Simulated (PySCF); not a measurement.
Geometry (Å), atoms numbered from 1 in this order:
```xyz
18

Al    0.080    0.153    0.008
C     1.976    0.082    0.482
C     2.512   -1.266    0.963
H     2.160    0.868    1.239
H     2.545    0.430   -0.403
H     3.589   -1.226    1.197
H     1.995   -1.612    1.872
H     2.374   -2.055    0.207
C    -0.928    1.739   -0.530
C    -2.364    1.513   -1.002
H    -0.338    2.260   -1.308
H    -0.909    2.439    0.328
H    -2.870    2.457   -1.263
H    -2.405    0.867   -1.893
H    -2.975    1.018   -0.230
N    -0.836   -1.406    0.080
C    -1.436   -2.439    0.131
S    -2.228   -3.804    0.200
```

[PySCF 2.14.0 with density-fitted response routines: coordinates at the PBE0-D3(BJ)/def2-SVP level; B3LYP/pcSseg-1 (pcSseg-2 on Al) with gauge-including orbitals; no solvent model; single conformer; rapidly exchanging positions averaged; relativity neglected]

Shifts are taken against calculated references (same method and geometry level): TMS for 13C (179.24 ppm), 1H (31.38 ppm); 27Al (571.15 ppm) against [Al(H2O)6]3+; 15N (263.54 ppm) against NH3; 33S (485.41 ppm) vs CS2.

| atoms | nucleus | count | δ (ppm) |
| --- | --- | --- | --- |
| C2/C9 | 13C | 2 | ? |
| N16 | 15N | 1 | 151.1 |
| C17 | 13C | 1 | 154.7 |
| H6/H7/H8/H13/H14/H15 | 1H | 6 | 1.15 |
| C3/C10 | 13C | 2 | ? |
| Al1 | 27Al | 1 | 239.6 |
| H4/H5/H11/H12 | 1H | 4 | 0.14 |
| S18 | 33S | 1 | -231 |

Q: Estimate the values marked ?.

A: 
- C3/C10: 10.2 ppm, carbon bonded to C, 3 H
- C2/C9: 4.2 ppm, carbon bonded to C, Al, 2 H

Shifts are as computed, not scaled to solution data. Of 1309 compounds with measured shifts, 239 miss one by over three times the rms of a fit or turn the order of signals round; such compounds aren't used in these exercises. Experimental scales use liquid or dissolved standards, which lie at an offset from isolated NH3 (liquid NH3: subtract about 20 ppm). Unscaled 15N shifts of sp2 nitrogen come out 20 to 40 ppm too high even then.
